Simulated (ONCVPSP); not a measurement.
# Building the ONCV potential for Li (Z = 3) (PBE, scalar-relativistic).

- Element: Li
- Generator: ONCVPSP 4.0.1
- Type: optimised norm-conserving Vanderbilt (ONCV)
- Functional: PBE
- Relativity: scalar-relativistic
- Frozen core: none
- Valence charge: 3
- Reference configuration: 1s2 (charge +1)
- Partial waves: 1s: rc 0.40 bohr, ncon 4, nbas 7, qcut 21.1 1/bohr, 3 projectors, debl 1.3 Ha; p scattering state at 0.03 Ha: rc 0.40 bohr, ncon 4, nbas 9, qcut 21 1/bohr, 1 projector; d scattering state at 0.07 Ha: rc 0.40 bohr, ncon 4, nbas 8, qcut 24.2 1/bohr, 2 projectors, debl 3.8 Ha
- Local potential: polynomial inside 0.30 bohr (lpopt 5, dvloc0 0 Ha)
- Core correction: none

In the s channel the program set the typed energies aside and used -2.220, 0.250, 1.550 Ha.

All-electron outer shells of the reference configuration (PBE, scalar-relativistic, ld1.x):

```tsv
shell	level (eV)	outermost node (bohr)	outermost maximum (bohr)
1s	-60.41	–	0.36
```

**Question.** Estimate the cutoffs (Ha) at which the residual kinetic energy of the hardest occupied pseudo-wave falls to 1 and 0.1 mHa per electron.

**Answer.** 186 Ha and 353 Ha.

**Question.** Does the potential have ghost states?

**Answer.** No bound ghost flagged; GHOST(+) flagged for s at 15.2 eV.

Its largest configuration-test error is +3429 meV (1s2 2p1), which is poor. 3 of 4 tests not solved or not reliable.
